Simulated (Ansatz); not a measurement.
`F[C@@H]([C@@H](Cl)Br)[C@@H](F)I` → Br• + 3 C• + Cl• + 2 F• + 3 H• + I•  (atomization)

Computed with Ansatz on PBE0-D4/def2-TZVP structures; ΔE is electronic, products minus reactants. CBS: MP2 limit from def2 TZ/QZ plus the TZ coupled-cluster correction, frozen cores. This one scheme is used for every species, atoms too. DFT in def2-TZVPP. Open shells (•) are unrestricted, without spin–orbit coupling. Spin–orbit coupling would lower the free atoms: a little for C, Cl, F; clearly for Br; strongly for I. def2 core potentials past Kr. Bonds to Br, I are less sure, by a few kJ/mol each and by 10 to 20 or more in all where they break to atoms, as the def2 sets lack core-valence functions. Scalar relativity is left out up to krypton. One conformer a species, not always the lowest.

```csv
species,CAM-B3LYP-D4 energy (Eh)
`F[C@@H]([C@@H](Cl)Br)[C@@H](F)I`,-3648.04862
Br•,-2574.23890
C•,-37.83702
Cl•,-460.16616
F•,-99.74685
H•,-0.49881
I•,-297.68728
```

Q: Work out ΔE.

A: ΔE = 3 × (-37.83702) + 3 × (-0.49881) + 2 × (-99.74685) + (-2574.23890) + (-460.16616) + (-297.68728) − (-3648.04862) = 1.45509 Eh = +39.60 eV. CCSD(T)/CBS gives +39.89 eV.

Largest T1 diagnostic among the species: 0.010.

The D4 term adds +0.70 eV with B3LYP and +0.37 eV with PBE0; it sums over pairs of atoms, weighted by their polarisabilities, and B3LYP, whose exchange is more repulsive, gets the larger term. From BLYP to BHLYP (50 % exact exchange), in def2-TZVPP and without D4, ΔE moves by −1.74 eV: exact exchange takes away binding that semilocal exchange gives to molecules. At CCSD(T), def2-SVP lies −2.59 eV from the extrapolated value and def2-TZVPP −1.32 eV: correlation converges slowly with the basis, and small sets miss more of it in the bonded molecule than in its fragments.

B3LYP here is the variant with VWN-RPA as its local correlation; programs differ in this.

For atomizations the MP2-based limit and the directly extrapolated one differ by several kJ/mol either way, and by 10 to 25 for some Ge, Se and Sn compounds, so smaller differences from it don't rank the levels.
